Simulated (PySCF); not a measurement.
Isomers of [C8H16N]+ (charge +1). Method: PBE0-D3(BJ)/def2-SVP geometry optimisation, gas phase (PySCF 2.14.0). Energies are electronic, without zero-point or thermal terms, for one conformer each. No frequencies were run at this level. Point groups hold within 0.08 Å.

Task: Order them by energy at this level, lowest first, and give relative energies in kcal/mol.
A. `[CH2:1]1[CH2:2][CH2:3][N+:4]2([CH2:5]1)[CH2:6][CH2:7][CH2:8][CH2:9]2` (charge +1) with C5–C1–C2–C3 43°, C1–C2–C3–N4 -38°, C2–C3–N4–C5 19°, C3–N4–C5–C1 7°
B. `[CH2:1]=[CH:2][CH2:3][CH2:4][N+:5]1([CH3:6])[CH2:7][CH2:8][CH2:9]1` (charge +1) with C1–C2–C3–C4 -132°, C2–C3–C4–N5 72°, C3–C4–N5–C6 -70°, C4–N5–C7–C8 -131°, N5–C7–C8–C9 13°, C7–C8–C9–N5 -13°, C4–N5–C9–C8 130°
C. `[CH2:1]1[CH2:2][CH2:3][CH:4]([C@H:5]2[CH2:6][CH2:7][NH2+:8]2)[CH2:9]1` (charge +1) with C3–C4–C5–C6 -167°, C9–C1–C2–C3 -43°, C1–C2–C3–C4 35°, C2–C3–C4–C5 -135°, C4–C5–C6–C7 131°

Result: A (0.0), C (16.4), B (43.6).

As drawn, the highest has a four-membered ring, which the lowest lacks.

```csv
SMILES,E (Eh),E rel (kcal/mol),dipole about centre of mass (D),point group,"A, B, C (MHz)"
C1CC[N+]2(C1)CCCC2,-368.33103,0.0,0.57,C1,"3290, 1230, 1190"
C1CCC([C@H]2CC[NH2+]2)C1,-368.30494,16.4,6.97,C1,"3785, 966.5, 834.3"
C=CCC[N+]1(C)CCC1,-368.26159,43.6,3.21,C1,"3244, 942.5, 914.8"
```
